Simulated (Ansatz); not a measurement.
B(NHMe2)Cl3 (C₂H₇BCl₃N), relaxed as a singlet with RKS PBE-D4/def2-SVP in Ansatz, starting from the GFN2-xTB geometry. Force threshold 0.02 eV/Å.

Start:

```xyz
14

B    -0.700    0.898    0.987
N    -0.173   -0.347    0.043
C     1.231   -0.698    0.302
C    -0.386   -0.098   -1.391
H    -0.757   -1.138    0.319
H     1.360   -0.925    1.358
H     1.854    0.159    0.051
H     1.524   -1.557   -0.300
H    -0.086   -0.967   -1.974
H    -1.436    0.121   -1.568
H     0.207    0.766   -1.684
Cl   -0.446    0.349    2.718
Cl   -2.483    1.085    0.602
Cl    0.293    2.353    0.537
```

```csv
step,energy (eV),largest force component (eV/Å),SCF passes
1,-41890.8338,0.635,18
2,-41890.8874,0.175,20
3,-41890.8926,0.133,20
4,-41890.8950,0.032,20
5,-41890.8951,0.027,13
6,-41890.8951,0.006,13
```

Force components are those of the run's own axes.

End:

```xyz
14

B    -0.704    0.905    0.994
N    -0.163   -0.333    0.038
C     1.253   -0.710    0.306
C    -0.393   -0.102   -1.415
H    -0.767   -1.118    0.338
H     1.361   -0.936    1.381
H     1.888    0.159    0.055
H     1.535   -1.584   -0.312
H    -0.078   -0.991   -1.994
H    -1.464    0.111   -1.572
H     0.198    0.782   -1.716
Cl   -0.458    0.339    2.734
Cl   -2.500    1.087    0.604
Cl    0.293    2.389    0.558
```

By distances, no bond broke or formed. The bond that changes most is B1–Cl14, from 1.82 to 1.84 Å (atoms count from 1).

No frequencies were taken in this run, so the end may be a saddle point.

Hardware: 2 threads of AMD EPYC 7R13 on a shared host. Wall time 12 s.
